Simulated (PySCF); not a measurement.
# What a mistake does to a calculation on BCH6Si

All numbers below are calculated, not measured. The program is PySCF 2.14.0, an open-source quantum chemistry code, run on an isolated molecule that a program drew, which may never have been made. The molecule is BCH6Si (charge 0, doublet), drawn as the SMILES string `[CH2]B[SiH3]`.

Each row is a Hartree-Fock (HF) and frozen-core CCSD(T) single point in the cc-pV(D+d)Z basis, meant for a local HF minimum. Run 1 is clean. Each other run has one planted mistake out of seven kinds, and not every kind appears here: one electron removed, one electron added, multiplicity raised by two, geometry at a saddle point, minimal basis STO-3G, one bond length entered in bohr, all coordinates scaled. The reference is restricted for singlets and unrestricted otherwise, and also for a bond in bohr. Adding or removing an electron swaps singlet and doublet. Electrons count all cores. HOMO and LUMO are orbital energies over both spins, the gradient is its largest component, and the lowest frequency (negative if imaginary) is given only where the gradient is small. Bond lengths are over the 8 bonds as drawn. T1 is the CCSD diagnostic: over 0.02 (restricted) or 0.045 (unrestricted) a single reference is doubtful.

Geometry of the clean run:
```xyz
9
BCH6Si, angstrom
C    -0.7355   -1.3542   -1.6184
B     0.3040   -0.5497   -0.8187
Si   -0.1539    0.5761    0.8246
H    -1.7915   -1.3804   -1.3641
H    -0.4741   -1.9478   -2.4904
H     1.4510   -0.5861   -1.1818
H     0.6086    0.0935    2.0069
H     0.2229    1.9966    0.5964
H    -1.5999    0.5392    1.1703
```

| run | electrons | basis functions | <S^2> | HOMO (eV) | LUMO (eV) | gradient (hartree/bohr) | lowest frequency (cm^-1) | mean bond (Å) | longest bond (Å) | T1 | HF (hartree) | CCSD(T) (hartree) | mistake |
|---|---|---|---|---|---|---|---|---|---|---|---|---|---|
| 1 | 31 | 81 | 0.757 | -10.81 | 0.60 | 9.8e-06 | 71 | 1.4277 | 2.044 | 0.0133 | -354.92482 | -355.29151 | no fault |
| 2 | 31 | 25 | 0.760 | -8.97 | 4.71 | 3.2e-02 | - | 1.4277 | 2.044 | 0.0120 | -350.80685 | -350.96795 | minimal basis STO-3G |
| 3 | 31 | 81 | 3.767 | -5.92 | -1.37 | 5.2e-02 | - | 1.4277 | 2.044 | 0.0182 | -354.76086 | -355.11548 | multiplicity raised by two |
| 4 | 32 | 81 | 0.000 | -1.89 | 8.95 | 5.0e-02 | - | 1.4277 | 2.044 | 0.0147 | -354.93764 | -355.35863 | ? |
| 5 | 31 | 81 | 0.758 | -10.73 | 0.64 | 2.7e-02 | - | 1.4833 | 2.124 | 0.0143 | -354.91467 | -355.28482 | ? |

**Which mistake was planted in run 4, and what did it cost?**

It counts 32 electrons, one more than the clean run, at the same geometry and basis. So the mistake is: one electron added. Subtracting run 1 and multiplying by 627.51 kcal/mol a hartree, the energy moved by -8.0 kcal/mol in HF and -42.1 kcal/mol in CCSD(T).

**Which mistake was planted in run 5, and what did it cost?**

The mean and the longest bond both change by the same factor, 1.039, and the gradient is no longer small. So the mistake is: all coordinates scaled. Subtracting run 1 and multiplying by 627.51 kcal/mol a hartree, the energy moved by 6.4 kcal/mol in HF and 4.2 kcal/mol in CCSD(T).

